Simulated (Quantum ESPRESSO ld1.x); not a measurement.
All-electron atom: Pd in [Kr] 4d7.5 5s1 5p1.5 (fractional occupations, a model configuration). All-electron calculation, non-relativistic Kohn-Sham, LDA (Slater exchange, Perdew-Zunger correlation), spin-polarised, spherical densities, point nucleus; open shells are filled with parallel spins first; relativity is left out, which matters for an element this heavy. Program: ld1.x of Quantum ESPRESSO 7.5. Some entries of the table are withheld. Estimate them.

orbital  occ.  eigenvalue (eV)  <r^2> (bohr^2)  <1/r> (bohr^-1)
1s up       1         -23417.7        0.001469            45.44
1s down     1         -23417.7        0.001469            45.44
2s up       1         -3362.82         0.02434            10.32
2s down     1         -3362.35         0.02434            10.32
2p up       3         -3126.08         0.01841            10.32
2p down     3         -3125.70         0.01841            10.32
3s up       1         -613.049          0.1762            3.651
3s down     1         -612.695          0.1761            3.651
3p up       3         -518.366          0.1718            3.570
3p down     3         -517.986          0.1717            3.570
3d up       5         -342.988          0.1525            3.415
3d down     5         -342.506          0.1523            3.415
4s up       1         -91.2598           1.065            1.413
4s down     1         -89.4450           1.063            1.415
4p up       3              (1)           1.245            1.299
4p down     3              (2)           1.241            1.301
4d up       5         -14.9912           2.259           0.9836
4d down   2.5         -13.0604           2.248           0.9864
5s up       1          -7.7801           9.653              (3)
5s down     0          -5.8462           10.33              (4)
5p up     1.5          -3.2063           16.85           0.3336
5p down     0          -1.6323           22.77           0.2981

Answer. 
(1) 4p up eigenvalue (eV): -61.7385
(2) 4p down eigenvalue (eV): -59.8904
(3) 5s up <1/r> (bohr^-1): 0.4404
(4) 5s down <1/r> (bohr^-1): 0.4310
